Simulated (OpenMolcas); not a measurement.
**Ca II: effect of the active space**

```
Program             : OpenMolcas
Method              : SS-CASPT2, IPEA 0.25 Eh, imaginary shift 0.1 Eh
Basis               : ANO-RCC-VDZP
Scalar Hamiltonian  : DKH4, point nucleus
Spin-orbit coupling : RASSI with atomic mean-field integrals over the reference wave functions, term energies averaged over their components
```

A. 1 electron in 8 orbitals (4s 4p 5s 5p); 2S+1 = 2 even, 1 root; 2S+1 = 2 odd, 3 roots; closed shells correlated: 3s 3p; CASPT2 step roughly 1.3 core-seconds
B. 1 electron in 9 orbitals (3d 4s 4p); 2S+1 = 2 even, 1 root; 2S+1 = 2 odd, 3 roots; closed shells correlated: 3s 3p; CASPT2 step roughly 1.4 core-seconds

Energies in cm-1 above 4s 2S 1/2, the measured ground level; measured values from NIST Handbook of Basic Atomic Spectroscopic Data.

| Level | A | B | Measured |
| --- | --- | --- | --- |
| 4s 2S 1/2 | 0.0 | 0.0 | 0.0 |
| 4p 2P* 1/2 | 25697 | 25672 | 25192 |
| 4p 2P* 3/2 | 25847 | 25821 | 25414 |

Deviations, from unrounded energies. A percentage is the sum of absolute deviations over the sum of measured energies, with the sign that they share, or ± where signs differ.

```csv
Against measurement,Levels,A,B
mean absolute deviation (cm-1),2,470,440
other configurations (%),2,+1.9,+1.8
```

A, B lie about equally close to measurement. The largest miss of B in the table is 4p 2P* 1/2, by +480 cm-1. The ranking rests on the paired levels alone, and a cruder setting can come out closer through cancelling errors.

Between A and B the level of the table that moves most is 4p 2P* 1/2, by 26 cm-1 (lowest in B, highest in A).

ANO sets are built for ground and valence states and can reach diffuse excited orbitals poorly. With one active electron, CASPT2 adds the correlation within the correlated inactive shells and between them and that electron, and leaves the splitting within a term as the reference gives it. With one active electron outside closed inactive shells, the extra shells (5p 5s) add no correlation to the reference (holds for A). No level of 3d was computed, though it lies in the active space (holds for B). Measured partners are found by configuration, term and J. A level has none where our copy of the source lacks it or the pairing is in doubt (some pairs that miss far off the trend of their configuration count as doubtful), and it then counts in no deviation. Only configurations of the active space appear.

* marks odd parity.
